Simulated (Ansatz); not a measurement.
System: C2H4BF2, charge 0, multiplicity 2. SMILES: C[CH]B(F)F
Geometry: optimised at B3LYP-D3(BJ)/def2-TZVP (Ansatz, an electronic-structure program).

Property: enthalpy of formation at 298 K, in kcal/mol. Set-up: no spin-orbit coupling; 6-311+G** with 5d; six Cartesian d functions in 6-31G* and its kin unless marked 5d; UHF or UKS for open shells; LANL2DZ all-electron up to Ne; frozen cores in correlated levels; non-relativistic; no dispersion term unless named. Basis-set limits of correlation are two-point, X^-3; Hartree-Fock from the larger set. First-principles rows: single points at B3LYP-D3(BJ) geometries (Ansatz), with unscaled harmonic terms from B3LYP/6-31G* (Ansatz) at its own minima, enthalpies of formation by atomisation with measured atoms.

Coupled cluster (Ansatz) is a level with limits of its own, used here on species with T1 under 0.025 (0.045 for open shells) and stable references: CCSD(T)/CBS(cc-pVTZ,cc-pVQZ).

Value to compare with, CCSD(T)/CBS(cc-pVTZ,cc-pVQZ) (Ansatz): -152.4 kcal/mol.

```
level             program  enthalpy of formation at 298 K (kcal/mol)  difference
----------------  -------  -----------------------------------------  ----------
B3LYP/STO-3G       Ansatz                                     -292.0      -139.6
B3LYP/3-21G        Ansatz                                     -152.8        -0.4
B3LYP/LANL2DZ      Ansatz                                     -104.7        47.7
B3LYP/6-31G        Ansatz                                     -122.8        29.6
B3LYP/6-31G*       Ansatz                                     -158.6        -6.2
B3LYP/6-31+G*      Ansatz                                     -143.7         8.7
B3LYP/6-31G**      Ansatz                                     -162.3        -9.9
B3LYP/def2-SVP     Ansatz                                     -163.8       -11.4
B3LYP/cc-pVDZ      Ansatz                                     -140.5        11.9
B3LYP/6-311+G**    Ansatz                                     -141.5        10.9
B3LYP/def2-TZVPD   Ansatz                                     -150.6         1.8
```

Among the 10 habitual levels, B3LYP/STO-3G lies farthest from CCSD(T)/CBS(cc-pVTZ,cc-pVQZ) (Ansatz) (-139.6 kcal/mol) and B3LYP/3-21G nearest (-0.4); 5 of 10 lie above it, and their mean absolute difference is 27.6 kcal/mol, the median 11.2. One case shows no general order.

The sets are all those run for this method; left out are runs that failed, that the program found above a lower state of the same kind, or whose <S^2> lies over 0.5 above the pure value.
